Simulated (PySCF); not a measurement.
# Electric field gradients and quadrupole coupling constants

C7H8FNSi.
Geometry (GFN2-xTB, Å), atoms numbered from 1 in this order:
```xyz
18
C7H8FNSi angstrom
C      2.6271    1.6111   -1.4323
C      2.1931    0.9259   -0.5443
Si     1.4918   -0.1451    0.7883
C     -0.4137    0.1460    0.7047
C     -1.1542   -0.6697    1.7623
C     -0.8972   -0.1888   -0.6714
C     -0.9548   -1.5612   -1.0082
N     -0.9893   -2.6819   -1.2455
C     -1.2259    0.7467   -1.5634
F     -1.6105    0.4626   -2.8140
H      3.0107    2.2127   -2.2060
H      1.7946   -1.5509    0.5223
H      1.9568    0.2992    2.1051
H     -0.6106    1.2093    0.8757
H     -0.9919   -1.7357    1.6152
H     -0.8072   -0.4022    2.7581
H     -2.2266   -0.4817    1.7134
H     -1.2008    1.8097   -1.3718
```

Field gradients from the PBE0/pcSseg-1 density (PySCF, non-relativistic), principal values in atomic units, ordered |Vxx| ≤ |Vyy| ≤ |Vzz|:

```csv
atom,Vxx,Vyy,Vzz
N8,0.4470,0.5305,-0.9775
```

Find the asymmetry η = (Vxx − Vyy)/Vzz and the couplings χ = eQV/h (234.96 MHz × Q in barn × V in au), with Q(14N) = 0.02044 b.

```csv
atom,environment,nucleus,η,χzz (MHz),χxx (MHz),χyy (MHz)
N8,nitrile nitrogen,14N,0.09,-4.695,2.147,2.548
```

What is Vzz at N8 in SI units (1 au = 9.71736 × 10²¹ V/m²)?

-0.9775 au = -9.499 × 10²¹ V/m².

Were the hydrogens deuterons (Q(2H) = 0.00286 b), χzz would run from 107 kHz (H13 and H12) to 259 kHz (H11).

One conformer (not necessarily the lowest) at the GFN2-xTB geometry, without solvent, vibrations or thermal averaging. GFN2-xTB bond lengths can be off by several hundredths of an ångström, more for odd bonds, and the gradients follow them. The basis is small and wasn't made for field gradients, so the couplings can be 20 % off.
